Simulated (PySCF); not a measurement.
C9H8N2S, SMILES Cc1ccsc1-c1cncnc1.

The structure is a stationary point at B3LYP-D3(BJ)/def2-SVP. The structure was generated by enumeration, and PubChem lists no compound with its InChIKey, so it may never have been made. The values are those of a single conformer.

All values below come from TDA-LC-ωPBE/def2-SVP (PySCF).

Vertical excitations. The molecule is in vacuum.

Problem. List the lowest excited states. (An estimate is asked for; the answer gives what the named calculation found.)

Solution. 
```json
[
 {"state": "S1", "energy (eV)": "4.64", "λ (nm)": "267", "f": "0.008", "main pairs": "HOMO−2→LUMO+1 78 %, HOMO→LUMO+1 13 %"},
 {"state": "S2", "energy (eV)": "4.75", "λ (nm)": "261", "f": "0.042", "main pairs": "HOMO−2→LUMO 55 %, HOMO→LUMO 20 %, HOMO−2→LUMO+2 14 %"},
 {"state": "S3", "energy (eV)": "5.34", "λ (nm)": "232", "f": "0.485", "main pairs": "HOMO→LUMO 69 %, HOMO−2→LUMO 16 %"},
 {"state": "S4", "energy (eV)": "5.57", "λ (nm)": "223", "f": "0.032", "main pairs": "HOMO→LUMO+1 57 %, HOMO−5→LUMO 13 %, HOMO−3→LUMO+1 11 %, HOMO−2→LUMO+1 11 %"},
 {"state": "S5", "energy (eV)": "5.89", "λ (nm)": "211", "f": "0.110", "main pairs": "HOMO−1→LUMO 67 %"},
 {"state": "S6", "energy (eV)": "6.26", "λ (nm)": "198", "f": "0.001", "main pairs": "HOMO−4→LUMO+1 80 %"},
 {"state": "T1", "energy (eV)": "3.23", "λ (nm)": "383", "f": "0", "main pairs": "HOMO→LUMO 75 %"},
 {"state": "T2", "energy (eV)": "3.98", "λ (nm)": "312", "f": "0", "main pairs": "HOMO−2→LUMO+1 74 %, HOMO→LUMO+1 15 %"}
]
```
Triplets are in the Tamm–Dancoff approximation.
